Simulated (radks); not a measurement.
Results of a calculation; reference values are marked as such.
Hf30+, 42 electrons, occupied as [Kr] 4d6. Level of theory: non-relativistic Kohn-Sham, TPSS, spin-polarised, spherical densities, point nucleus; open shells are filled with parallel spins first (spin-orbit coupling, left out, can overturn this in heavy ions); meta-GGA in the generalised Kohn-Sham scheme; relativity is left out, which matters for an element this heavy (a radial shooting solver on a logarithmic mesh with Libxc functionals).

Normalised radial functions P(r) = r R(r), r in bohr:

| r | 4s down | 4d up |
|---|---|---|
| 0.002346 | 0.2024 | 0.0001 |
| 0.002982 | 0.2451 | 0.0002 |
| 0.003821 | 0.2943 | 0.0005 |
| 0.004858 | 0.3445 | 0.0010 |
| 0.006176 | 0.3931 | 0.0020 |
| 0.007914 | 0.4340 | 0.0041 |
| 0.01006 | 0.4534 | 0.0080 |
| 0.01289 | 0.4367 | 0.0158 |
| 0.01639 | 0.3670 | 0.0300 |
| 0.02083 | 0.2282 | 0.0555 |
| 0.0267 | 0.0054 | 0.1019 |
| 0.03394 | -0.2696 | 0.1771 |
| 0.04315 | -0.5472 | 0.2944 |
| 0.05529 | -0.7296 | 0.4689 |
| 0.07029 | -0.6758 | 0.6825 |
| 0.09007 | -0.2926 | 0.9076 |
| 0.1145 | 0.3309 | 1.0406 |
| 0.1456 | 0.9197 | 0.9613 |
| 0.1865 | 1.0477 | 0.5362 |
| 0.2371 | 0.4396 | -0.1997 |
| 0.3039 | -0.7010 | -1.0662 |
| 0.3863 | -1.6053 | -1.6262 |
| 0.4911 | -1.7292 | -1.6212 |
| 0.6293 | -1.1428 | -1.1103 |
| 0.8 | -0.4800 | -0.5195 |
| 1.017 | -0.1202 | -0.1547 |
| 1.303 | -0.0148 | -0.0244 |

4s down: eigenvalue -1405.3 eV, 3 radial nodes at r = 0.0268, 0.102, 0.263 bohr, <r> = 0.463 bohr, 90 % of the charge inside 0.654 bohr. 4d up: eigenvalue -1184.0 eV, 1 radial node at r = 0.224 bohr, <r> = 0.456 bohr, 90 % of the charge inside 0.664 bohr.
